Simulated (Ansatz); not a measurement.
Molecule: sum formula H10Si4O (charge 0, singlet). SMILES: [SiH3][Si]([SiH3])([SiH3])O
Coordinates optimised at B3LYP-D3(BJ)/def2-TZVP (Ansatz, a program for electronic structure):
```
Si
O 1 1.6728
H 2 0.9610 1 117.74
Si 1 2.3436 2 106.47 3 -180.00
H 4 1.4829 1 111.19 2 -60.88
H 4 1.4829 5 109.07 1 -122.98
H 4 1.4846 5 108.72 6 -118.40
Si 1 2.3541 2 111.73 3 -60.50
H 8 1.4838 1 111.54 2 -62.42
H 8 1.4843 9 108.79 1 120.81
H 8 1.4862 9 108.22 10 117.55
Si 1 2.3541 2 111.73 3 60.50
H 12 1.4838 1 111.54 2 62.42
H 12 1.4843 13 108.79 1 -120.81
H 12 1.4862 13 108.22 14 -117.55
```

Atomisation energy built up term by term with Ansatz (kcal/mol; UHF references for open shells; valence terms freeze the core; atomic spin-orbit terms are left out). Basis-set limits of correlation are two-point, X^-3; Hartree-Fock from the larger set.

```csv
term,basis,kcal/mol
Hartree-Fock,cc-pV(Q+d)Z,822.68
CCSD correlation,"CBS(cc-pV(T+d)Z,cc-pV(Q+d)Z)",262.45
(T),"CBS(cc-pV(T+d)Z,cc-pV(Q+d)Z)",12.55
core correlation,cc-pwCVTZ,-0.01
scalar relativity (X2C),cc-pVTZ-DK against cc-pVTZ,-2.87
sum: De,,1094.8
```

(T) makes 1.1 % of the CCSD(T) atomisation energy; under 5 % is typical of single-reference molecules.
